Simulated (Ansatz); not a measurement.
K₁₇, 17 atoms. Hardware: 2 threads of AMD EPYC 7R13 on a shared host and a share (18 GiB) of an NVIDIA H100 80GB HBM3.

Correlated methods freeze 85 core orbitals; core or outer-core shells of K are correlated, in sets that lack core-valence functions. Single mean-field runs in def2-SVP, def2-TZVP are fitted with def2-universal-jkfit.

How many basis functions does each of these Ansatz runs have, and roughly what does it cost? PBE/def2-TZVP, charge 0 doublet, energy and forces, from earlier orbitals; RPA@PBE/def2-SVP, charge 0 doublet, energy, from earlier orbitals; PBE0/def2-SVP, charge 0 doublet, energy, from earlier orbitals; revPBE/def2-TZVP, charge 0 doublet, energy, from earlier orbitals; PBE/def2-SVP, charge 0 doublet, energy, from earlier orbitals; PBE0/def2-TZVP, charge 0 doublet, energy, from earlier orbitals; MP2/def2-SVP, charge 0 doublet, energy, from earlier orbitals; PBE/def2-SVP, charge 0 doublet, relaxation, 27 steps; r2SCAN/def2-TZVP, charge 0 doublet, energy, from earlier orbitals; PBE0/def2-SVP, charge 0 doublet, energy with a search over starts.

Other jobs shared the machine, so times can vary by a factor of up to 3.

```
                                                                      run  functions  fitting or Cholesky vectors  wall time  peak host memory (GiB)
            PBE/def2-SVP, charge 0 doublet, energy, from earlier orbitals        408                         2720      9.5 s                     1.2
            MP2/def2-SVP, charge 0 doublet, energy, from earlier orbitals        408                         3876       11 s                       1
        revPBE/def2-TZVP, charge 0 doublet, energy, from earlier orbitals        561                         2720       12 s                     1.4
           PBE0/def2-SVP, charge 0 doublet, energy, from earlier orbitals        408                         2720       14 s                     1.3
        RPA@PBE/def2-SVP, charge 0 doublet, energy, from earlier orbitals        408                         3876       14 s                     2.6
PBE/def2-TZVP, charge 0 doublet, energy and forces, from earlier orbitals        561                         2720       17 s                     1.4
          PBE0/def2-TZVP, charge 0 doublet, energy, from earlier orbitals        561                         2720       17 s                     1.4
        r2SCAN/def2-TZVP, charge 0 doublet, energy, from earlier orbitals        561                         2720       58 s                       2
        PBE0/def2-SVP, charge 0 doublet, energy with a search over starts        408                         2720       63 s                     1.4
                     PBE/def2-SVP, charge 0 doublet, relaxation, 27 steps        408                         2720      3 min                     1.1
```
